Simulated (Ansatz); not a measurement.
H9NSi3, triplet, geometry from GFN2-xTB (a higher spin typed on purpose: for a closed-shell molecule this is an excited state); CAM-B3LYP/cc-pVDZ in Ansatz (a quantum-chemistry and plane-wave program).

The Ansatz input:
Ansatz 0.2 input:
```yaml
crystal:
  periodic: [false, false, false]
  atoms:
    - {symbol: Si, position_ang: [0.29588846, 1.70251023, 0.48373777]}
    - {symbol: N, position_ang: [-0.00000000, 0.00000000, 0.00000000]}
    - {symbol: Si, position_ang: [-1.65400544, -0.53010415, -0.45094223]}
    - {symbol: Si, position_ang: [1.35811698, -1.17240608, -0.03279554]}
    - {symbol: H, position_ang: [-1.01382701, 2.33135297, 0.38956111]}
    - {symbol: H, position_ang: [0.85534829, 1.52194590, 1.82432035]}
    - {symbol: H, position_ang: [1.30231079, 2.10473084, -0.50017945]}
    - {symbol: H, position_ang: [-1.95043645, 0.38073295, -1.55785906]}
    - {symbol: H, position_ang: [-1.49893954, -1.94102467, -0.77486335]}
    - {symbol: H, position_ang: [-2.39739895, -0.20205199, 0.76664074]}
    - {symbol: H, position_ang: [0.87160691, -2.19407132, 0.89578860]}
    - {symbol: H, position_ang: [1.31856941, -1.61128638, -1.42871119]}
    - {symbol: H, position_ang: [2.51276655, -0.39032830, 0.38530224]}
basis:
  gaussian:
    orbitals: cc-pVDZ
hamiltonian:
  xc: cam_b3lyp
magnetization: {spin_polarized: true, initial_magnetization: 2}
```

Problem. What does Ansatz print? Leave out banner, timings and long lists.

Solution. 
```
Functional definition: CAM-B3LYP
1069 factors; integrals over basis functions are off by at most 1.0e-3 eV
410 factors; integrals over basis functions are off by at most 1.1e-5 eV
mean field evaluation 1: about -25260.8874 eV, gradient 2.6e1 eV
mean field evaluation 2: about -25258.2718 eV, gradient 3.6e1 eV
mean field evaluation 4: about -25264.0769 eV, gradient 8.7e-1 eV
mean field evaluation 8: about -25264.2247 eV, gradient 7.5e-2 eV
mean field evaluation 16: about -25264.2249 eV, gradient 3.3e-4 eV
mean field -25264.22489984 eV, -928.4431403624 hartree, gradient 2.9e-5 eV, S^2 2.006306; 0 other end points of the search recorded, 0 dependent functions left out
reference -25264.22505493 eV, -928.4431460619 hartree; 30, 28 occupied and 83, 85 virtual orbitals, 1069 factors
Total energy: -25264.22505493 eV, -928.4431460619 hartree
```
